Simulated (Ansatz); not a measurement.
Basis-set extrapolation for C₂H₆F₂OSi, SMILES `OC[SiH](F)CF` (PBE0-D4/def2-TZVP geometry, frozen core, Ansatz 0.2.0). Multiplicity 1, RHF reference.

```
                      def2-TZVPP   def2-QZVPP
                 HF  -642.117557  -642.143155
    MP2 correlation    -1.199169    -1.299856
CCSD(T) correlation    -1.277160      not run
```

Energies in hartree. Use E(X) = E(∞) + A·exp(−7.88·√X) for Hartree–Fock and E(X) = E(∞) + B·X^(−2.97) for correlation, with X = 3 and 4, and add CCSD(T) minus MP2 of the smaller set to the MP2 limit.

**Question.** What is the CCSD(T) energy at the basis-set limit?

**Answer.** HF limit: -642.143155 + (-0.025598) × 0.13774 = -642.14668. MP2 limit: -1.299856 + (-0.100687) × 0.74074 = -1.37444. Higher-order term: -1.277160 − (-1.199169) = -0.07799. Total: -643.59911 hartree, 536.6 kJ/mol below CCSD(T)/def2-TZVPP.
